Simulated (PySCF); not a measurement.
Job file and geometry (Å, from GFN2-xTB) of an NMR shielding run on `InChI=1S/C5H7NOS/c1-4(3-6)5(8)7-2/h4H,1-2H3/t4-/m1/s1`, GIAO PBE0/pcSseg-1 NMR shielding, non-relativistic, gas phase (PySCF 2.14.0, density-fitted response routines); density fitting, a coarse starting grid and PySCF grid level 2 are the driver's defaults:

```
{"job": {"kind": "nmr", "xc": "PBE0", "basis": "pcSseg-1"}, "charge": 0, "multiplicity": 1}
C      2.399164    -0.038799    -0.472649
O      0.986086    -0.004102    -0.498668
C      0.354379     0.342386     0.608084
S      1.077287     0.715160     2.017043
C     -1.152779     0.348509     0.447785
C     -1.670958    -1.050970     0.087534
C     -1.502655     1.289868    -0.594404
N     -1.769344     2.030710    -1.421615
H      2.715324    -0.328215    -1.471566
H      2.748948    -0.763470     0.267084
H      2.798709     0.944657    -0.213365
H     -1.598603     0.688816     1.388463
H     -2.753674    -1.031983    -0.007648
H     -1.396763    -1.755242     0.869527
H     -1.239535    -1.379337    -0.854862
```

**Question.** Write the output of this run.

**Answer.** 
```
coarse grid: 13544 points
cycle   1  E = -722.1479518399  dE =  1.187e+00  |g| = 6.632e-01  |ddm| = 3.567e+00
cycle   2  E = -721.8562604208  dE =  2.917e-01  |g| = 1.341e+00  |ddm| = 1.622e+00
cycle   3  E = -722.2418996078  dE = -3.856e-01  |g| = 1.947e-01  |ddm| = 1.162e+00
cycle   4  E = -722.2483143123  dE = -6.415e-03  |g| = 8.962e-02  |ddm| = 1.879e-01
cycle   5  E = -722.2498340569  dE = -1.520e-03  |g| = 2.179e-02  |ddm| = 7.330e-02
cycle   6  E = -722.2499334633  dE = -9.941e-05  |g| = 4.877e-03  |ddm| = 2.151e-02
cycle   7  E = -722.2499375261  dE = -4.063e-06  |g| = 2.469e-03  |ddm| = 6.105e-03
final grid: 127592 points
cycle   8  E = -722.3094022019  dE = -2.765e-05  |g| = 1.235e-02  |ddm| = 2.993e-02
cycle   9  E = -722.3093632738  dE =  3.893e-05  |g| = 1.918e-02  |ddm| = 1.887e-02
cycle  10  E = -722.3094292801  dE = -6.601e-05  |g| = 3.018e-03  |ddm| = 1.230e-02
cycle  11  E = -722.3094312068  dE = -1.927e-06  |g| = 6.046e-04  |ddm| = 2.420e-03
cycle  12  E = -722.3094312743  dE = -6.755e-08  |g| = 1.879e-04  |ddm| = 4.695e-04
cycle  13  E = -722.3094312809  dE = -6.564e-09  |g| = 8.166e-05  |ddm| = 2.485e-04
cycle  14  E = -722.3094312825  dE = -1.652e-09  |g| = 2.747e-05  |ddm| = 1.118e-04
cycle  15  E = -722.3094312827  dE = -1.742e-10  |g| = 4.458e-06  |ddm| = 2.569e-05
converged SCF energy = -722.3094312827

GIAO shielding tensors (ppm)
atom      isotropic    diamagn.    paramagn.     s11        s22        s33       span
  0 C      125.211     243.787    -118.576     95.875    110.787    168.970     73.094
  1 O       67.744     402.433    -334.689   -213.776    135.960    281.048    494.824
  2 C      -40.006     255.714    -295.721   -211.153      8.794     82.340    293.493
  3 S       14.811    1058.303   -1043.492   -552.556    -29.822    626.812   1179.369
  4 C      142.792     247.511    -104.718    120.277    138.385    169.715     49.438
  5 C      165.654     246.247     -80.593    153.453    157.396    186.113     32.660
  6 C       64.284     261.260    -196.976    -52.532    -47.969    293.351    345.883
  7 N      -36.961     340.122    -377.082   -201.867   -190.951    281.937    483.804
  8 H       27.244      28.491      -1.247     23.414     26.150     32.167      8.753
  9 H       27.497      28.646      -1.149     23.790     25.288     33.412      9.622
 10 H       27.398      28.521      -1.124     23.691     25.195     33.307      9.616
 11 H       27.624      29.718      -2.094     24.136     27.267     31.469      7.333
 12 H       30.173      27.989       2.184     26.234     27.566     36.719     10.485
 13 H       30.333      29.279       1.054     26.478     28.373     36.149      9.671
 14 H       29.865      29.908      -0.042     25.705     29.393     34.499      8.794
```

**Question.** Turn these shieldings into chemical shifts. Chemical shifts δ = σref − σ; TMS for 13C (186.93 ppm) and 1H (31.72 ppm); H2O for 17O (336.08 ppm); 33S (503.73 ppm) against CS2; 15N (267.73 ppm) against NH3, all at this level.

**Answer.** Averaging equivalent atoms: C 2: 226.9; C 6: 122.6; C 0: 61.7; C 4: 44.1; C 5: 21.3; O 1: 268.3; S 3: 489; N 7: 304.7; H 8/9/10: 4.34; H 11: 4.09; H 12/13/14: 1.59 ppm. Unscaled 17O shifts of doubly bonded oxygen tend to come out too high, by tens of ppm or more. Experimental scales use liquid or dissolved standards, which lie at an offset from isolated NH3 (liquid NH3: subtract about 20 ppm) and H2O (liquid H2O: subtract about 36 ppm). Unscaled 15N shifts of sp2 nitrogen come out 20 to 40 ppm too high even then.

Size and cost of the density-fitted run: 178 basis functions, 52 s wall time on 1 thread of an x86-64 server CPU, shared host.
